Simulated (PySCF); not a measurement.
Gas-phase reaction: 2 GeHCl₃ + GeO₂ → 2 GeCl₂ + GeH₂Cl₂ + O₂

Energies from PySCF (xtb for GFN2), thermal terms from the rigid-rotor harmonic-oscillator model, ideal gas at 1 bar. † marks an energy on the PBE0/def2-TZVP geometry and frequencies; other levels use their own. MP2 and CCSD(T) freeze the core. Open shells (unrestricted): O₂ (multiplicity 3); the rest are closed-shell singlets. GFN2 has no spin-polarisation term. B3LYP is the form with VWN-RPA correlation. Ge: all electrons, no relativistic terms. GeO₂: computed as isolated molecules; such fragments, hydroxides, amides, oligomers or adducts are transient or little studied in the gas. MP2 isn't extrapolated to the basis-set limit; its ΔH°(298 K) is 308.6 kJ in def2-SVP and 356.6 kJ in def2-TZVPP. CCSD(T) isn't extrapolated to the basis-set limit; its ΔH°(298 K) is 236.8 kJ in def2-SVP and 284.9 kJ in def2-TZVPP. The harmonic model lacks anharmonicity and excited electronic states, which grow with temperature; levels with a mode under 35 cm⁻¹ are left out. Warning, large T1 diagnostic: GeO₂ (CCSD(T)/def2-SVP†).

ΔH° and ΔS° at 298 K: B3LYP/def2-TZVP† 179 kJ, 193 J/K; CCSD(T)/def2-SVP† 237 kJ, 193 J/K; GFN2-xTB 382 kJ, 181 J/K; MP2/def2-SVP† 309 kJ, 193 J/K; r2SCAN/def2-TZVP† 234 kJ, 193 J/K.

Problem. With the heat capacities included, give log10 K (1 bar) at 600, 1000, 1800, 2000, 2500 K from B3LYP/def2-TZVP†, CCSD(T)/def2-SVP†, GFN2-xTB, MP2/def2-SVP†, r2SCAN/def2-TZVP†.

Solution. 
```json
[
 {"T (K)": "600", "B3LYP/def2-TZVP†": "-5.6", "CCSD(T)/def2-SVP†": "-10.6", "GFN2-xTB": "-23.9", "MP2/def2-SVP†": "-16.9", "r2SCAN/def2-TZVP†": "-10.4"},
 {"T (K)": "1000", "B3LYP/def2-TZVP†": "0.4", "CCSD(T)/def2-SVP†": "-2.6", "GFN2-xTB": "-10.9", "MP2/def2-SVP†": "-6.4", "r2SCAN/def2-TZVP†": "-2.5"},
 {"T (K)": "1800", "B3LYP/def2-TZVP†": "4.2", "CCSD(T)/def2-SVP†": "2.5", "GFN2-xTB": "-2.4", "MP2/def2-SVP†": "0.4", "r2SCAN/def2-TZVP†": "2.6"},
 {"T (K)": "2000", "B3LYP/def2-TZVP†": "4.7", "CCSD(T)/def2-SVP†": "3.1", "GFN2-xTB": "-1.4", "MP2/def2-SVP†": "1.3", "r2SCAN/def2-TZVP†": "3.2"},
 {"T (K)": "2500", "B3LYP/def2-TZVP†": "5.4", "CCSD(T)/def2-SVP†": "4.2", "GFN2-xTB": "0.4", "MP2/def2-SVP†": "2.7", "r2SCAN/def2-TZVP†": "4.3"}
]
```
